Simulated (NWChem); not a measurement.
System: selenium hexafluoride (SeF6); SMILES F[Se](F)(F)(F)(F)F

The following NWChem deck was run.

```
start job
memory heap 200 mb stack 900 mb global 1100 mb
geometry units angstroms noautosym nocenter noautoz
  F     -0.967175    -0.985664     0.997888
  Se     0.000000     0.000000     0.000000
  F      0.233699     1.081941     1.295180
  F     -1.383003     0.872122    -0.478995
  F     -0.233699    -1.081941    -1.295180
  F      1.383003    -0.872122     0.478995
  F      0.967175     0.985664    -0.997888
end
basis spherical
  * library aug-cc-pvdz
end
dft
  xc pbe0
  iterations 150
  semidirect filesize 400000000
end
property
  response 1 0.0
end
task dft property
```

Parts of the log:

```
             Northwest Computational Chemistry Package (NWChem) 7.3.0
             --------------------------------------------------------

                             Geometry "geometry" -> ""
                             -------------------------

 Output coordinates in angstroms (scale by  1.889725989 to convert to a.u.)

  No.       Tag          Charge          X              Y              Z
 ---- ---------------- ---------- -------------- -------------- --------------
    1 F                    9.0000    -0.96717500    -0.98566400     0.99788800
    2 Se                  34.0000     0.00000000     0.00000000     0.00000000
    3 F                    9.0000     0.23369900     1.08194100     1.29518000
    4 F                    9.0000    -1.38300300     0.87212200    -0.47899500
    5 F                    9.0000    -0.23369900    -1.08194100    -1.29518000
    6 F                    9.0000     1.38300300    -0.87212200     0.47899500
    7 F                    9.0000     0.96717500     0.98566400    -0.99788800

 Effective nuclear repulsion energy (a.u.)     821.4712050487

                              NWChem Property Module
                              ----------------------

                                 NWChem DFT Module
                                 -----------------

 Summary of "ao basis" -> "ao basis" (spherical)
 ------------------------------------------------------------------------------
       Tag                 Description            Shells   Functions and Types
 ---------------- ------------------------------  ------  ---------------------
 F                        aug-cc-pvdz                9       23   4s3p2d
 Se                       aug-cc-pvdz               14       36   6s5p3d

            General Information
            -------------------
          SCF calculation type: DFT
          Wavefunction type:  closed shell.
          No. of atoms     :     7
          No. of electrons :    88
           Alpha electrons :    44
            Beta electrons :    44
          Charge           :     0
          Spin multiplicity:     1
          Use of symmetry is: off; symmetry adaption is: off
          Maximum number of iterations: 150
          AO basis - number of functions:   174
                     number of shells:    68
          Convergence on energy requested:  1.00D-06
          Convergence on density requested:  1.00D-05
          Convergence on gradient requested:  5.00D-04

              XC Information
              --------------
                         PBE0 Method XC Functional
                     Hartree-Fock (Exact) Exchange  0.250
          PerdewBurkeErnzerhof Exchange Functional  0.750
            Perdew 1991 LDA Correlation Functional  1.000 local
           PerdewBurkeErnz. Correlation Functional  1.000 non-local

             Grid Information
             ----------------
          Grid used for XC integration:  medium
          Radial quadrature: Mura-Knowles
          Angular quadrature: Lebedev.
          Tag              B.-S. Rad. Rad. Pts. Rad. Cut. Ang. Pts.
          ---              ---------- --------- --------- ---------
          F                   0.50       49          11.0       434
          Se                  1.15      112           9.0       590
          Grid pruning is: on
          Number of quadrature shells:   406
          Spatial weights used:  Erf1

      Superposition of Atomic Density Guess
      -------------------------------------

 Sum of atomic energies:       -2996.11279332

      Non-variational initial energy
      ------------------------------

 Total energy =   -2997.393423
 1-e energy   =   -5817.963922
 2-e energy   =    1999.099294
 HOMO         =      -0.593700
 LUMO         =      -0.071538

------------------------------------------------------------
EAF file 0: "./job.aoints.0" size=603979776 bytes
------------------------------------------------------------
               write      read    awrite     aread      wait
               -----      ----    ------     -----      ----
     calls:     1152         0         0         0         0
   data(b): 6.04e+08  0.00e+00  0.00e+00  0.00e+00
   time(s): 0.00e+00  0.00e+00  0.00e+00  0.00e+00  0.00e+00
rate(mb/s): 0.00e+00  0.00e+00
------------------------------------------------------------

   convergence    iter        energy       DeltaE   RMS-Dens  Diis-err
 ---------------- ----- ----------------- --------- --------- ---------
 d= 0,ls=0.0,diis     1  -2999.3999192651 -3.82D+03  1.46D-02  3.17D+00
 d= 0,ls=0.0,diis     2  -2999.1395697765  2.60D-01  7.67D-03  7.03D+00
 d= 0,ls=0.0,diis     3  -2999.7307693207 -5.91D-01  6.10D-04  2.67D-02
 d= 0,ls=0.0,diis     4  -2999.7325061049 -1.74D-03  1.86D-04  6.06D-03
 d= 0,ls=0.0,diis     5  -2999.7329681549 -4.62D-04  1.52D-05  1.81D-05
 d= 0,ls=0.0,diis     6  -2999.7329691009 -9.46D-07  2.26D-06  1.61D-07

         Total DFT energy =    -2999.732969100898
      One electron energy =    -5808.727813979279
           Coulomb energy =     2136.687791271351
    Exchange-Corr. energy =     -149.164151441703
 Nuclear repulsion energy =      821.471205048733

 Numeric. integr. density =       87.999998627991

                       DFT Final Molecular Orbital Analysis
                       ------------------------------------

[...]

 DFT Linear Response polarizability / au
 Frequency  =       0.0000000 / au
              X              Y              Z
 -----------------------------------------------
 X      34.9216810      0.0000572      0.0000404
 Y       0.0000572     34.9215685     -0.0001924
 Z       0.0000404     -0.0001924     34.9214321
 -----------------------------------------------
 Eigenvalues =      34.9216743     34.9217221     34.9212851
 Isotropic   =      34.9215605
 Anisotropic =       0.0004152
 -----------------------------------------------

 Magnetic Dipole Response Matrix (nonzero elements):

 Exiting AOResponse driver routine
```

Level: PBE0/aug-cc-pVDZ. The geometry was optimised at PBE0/def2-SVP.
